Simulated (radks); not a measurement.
Species: the samarium ion Sm2+. Configuration: [Xe] 4f6 (the NIST ground configuration). All-electron calculation, scalar-relativistic Kohn-Sham, LDA (Slater exchange, VWN5 correlation), spin-polarised, spherical densities, finite nucleus; open shells are filled with parallel spins first (spin-orbit coupling, left out, can overturn this in heavy ions); Fermi nuclear charge, rms radius 5.0819 fm. Program: a radial shooting solver on a logarithmic mesh with Libxc functionals. Some entries of the table are withheld. Estimate them.

| orbital | occ. | eigenvalue (hartree) | <1/r> (bohr^-1) | <r^2> (bohr^2) |
|---|---|---|---|---|
| 1s down | 1 | -1713.979 | 68.75 | 0.0007059 |
| 1s up | 1 | -1713.979 | 68.75 | 0.0007059 |
| 2s up | 1 | -280.5126 | 15.92 | 0.01112 |
| 2s down | 1 | -280.5103 | 15.92 | 0.01112 |
| 2p up | 3 | -250.4218 | 14.95 | 0.008923 |
| 2p down | 3 | -250.4201 | 14.95 | 0.008922 |
| 3s up | 1 | -61.82387 | 5.819 | 0.07448 |
| 3s down | 1 | -61.75297 | 5.823 | 0.07439 |
| 3p up | 3 | -52.41316 | 5.488 | 0.07454 |
| 3p down | 3 | -52.34290 | 5.493 | 0.07441 |
| 3d up | 5 | -39.62630 | 5.211 | 0.06288 |
| 3d down | 5 | -39.57126 | 5.215 | 0.06273 |
| 4s up | 1 | -12.70677 | 2.448 | 0.3794 |
| 4s down | 1 | -12.53825 | 2.448 | 0.3793 |
| 4p up | 3 | -9.61260 | 2.252 | 0.4288 |
| 4p down | 3 | -9.44468 | 2.252 | 0.4289 |
| 4d up | 5 | (1) | 1.975 | 0.5234 |
| 4d down | 5 | (2) | 1.973 | 0.5250 |
| 5s up | 1 | -2.12372 | 0.9472 | 2.205 |
| 5s down | 1 | -2.02851 | 0.9315 | 2.270 |
| 5p up | 3 | -1.37579 | (3) | 3.033 |
| 5p down | 3 | -1.30297 | (4) | 3.164 |
| 4f up | 6 | -0.63390 | 1.379 | 1.266 |
| 4f down | 0 | -0.49239 | 1.326 | 1.524 |

Answer. 
(1) 4d up eigenvalue (hartree): -5.26846
(2) 4d down eigenvalue (hartree): -5.10255
(3) 5p up <1/r> (bohr^-1): 0.7990
(4) 5p down <1/r> (bohr^-1): 0.7801
